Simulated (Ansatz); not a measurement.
`O=CC(F)(F)Cl` + `[NH2][GeH3]` → `O=C[NH][GeH3]` + `FC(F)Cl`  (substitution at a C–C bond)

Program: Ansatz. Geometries: PBE0-D4/def2-TZVP. ΔE: electronic, gas phase. CCSD(T)/CBS adds triple-zeta CCSD(T) − MP2 to the extrapolated MP2 energy (def2 sets, frozen cores). Functionals use def2-TZVPP. For Ge outer-core shells are correlated without core-valence functions, which leaves a few kJ/mol of doubt a bond. Scalar relativity is left out up to krypton. One conformer a species, not always the lowest.

`O=CC(F)(F)Cl`:

Cartesian coordinates in Å:
```
O -0.670 -0.308 1.735
C -0.451 0.325 0.753
C 0.379 -0.223 -0.416
F 0.987 -1.355 -0.109
F 1.305 0.681 -0.763
Cl -0.727 -0.472 -1.776
H -0.823 1.352 0.576
```

`[NH2][GeH3]`:

Z-matrix (Å, degrees):
```
Ge
N 1 1.843
H 1 1.536 2 106.9
H 1 1.548 2 114.5 3 -120.5
H 1 1.536 2 106.8 3 119.0
H 2 1.011 1 113.7 3 59.1
H 2 1.011 1 113.6 3 -176.9
```

`O=C[NH][GeH3]`:

Cartesian coordinates in Å:
```
O 0.196 -0.051 -1.972
C -0.703 -0.444 -1.260
N -0.681 -0.332 0.084
Ge 0.808 0.468 0.881
H -1.612 -0.926 -1.666
H -1.469 -0.685 0.602
H 0.927 1.911 0.389
H 2.055 -0.358 0.561
H 0.478 0.417 2.381
```

`FC(F)Cl`:

Cartesian coordinates in Å:
```
F -0.118 -1.343 -0.070
C -0.017 -0.013 -0.111
F -1.249 0.501 -0.104
Cl 0.874 0.560 1.298
H 0.511 0.294 -1.014
```

| level | ΔE (kcal/mol) |
| --- | --- |
| PBE | -22.5 |
| revPBE | -22.0 |
| r2SCAN0 | -22.8 |
| HF/def2-SVP | -25.4 |

(1) What does CCSD(T)/CBS give? (Estimate.)

Largest T1 diagnostic among the species: 0.015.

Answers

(1) The calculation gave: -20.5 kcal/mol. The listed levels differ from it by -2.0, -1.5, -2.3, -4.9 kcal/mol.

At CCSD(T), def2-SVP lies −1.0 kcal/mol from the extrapolated value and def2-TZVPP −0.0 kcal/mol. In def2-TZVPP, CCSD(T) changes the Hartree–Fock value by +2.3 kcal/mol (the triples alone add +0.0 kcal/mol) and MP2 by +1.4 kcal/mol.
